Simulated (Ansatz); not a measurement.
Basis-set extrapolation for `C=NP[SiH3]` (PBE0-D4/def2-TZVP geometry, frozen core, Ansatz). Multiplicity 1, RHF reference.

```
                      def2-TZVPP   def2-QZVPP
                 HF  -725.508025  -725.531450
    MP2 correlation    -0.642526    -0.688318
CCSD(T) correlation    -0.724477      not run
```

Energies in hartree. Use E(X) = E(∞) + A·exp(−7.88·√X) for Hartree–Fock and E(X) = E(∞) + B·X^(−2.97) for correlation, with X = 3 and 4, and add CCSD(T) minus MP2 of the smaller set to the MP2 limit.

Task: What is the CCSD(T) energy at the basis-set limit?

Result: HF limit: -725.531450 + (-0.023425) × 0.13774 = -725.53468. MP2 limit: -0.688318 + (-0.045792) × 0.74074 = -0.72224. Higher-order term: -0.724477 − (-0.642526) = -0.08195. Total: -726.33887 hartree, 279.3 kJ/mol below CCSD(T)/def2-TZVPP.
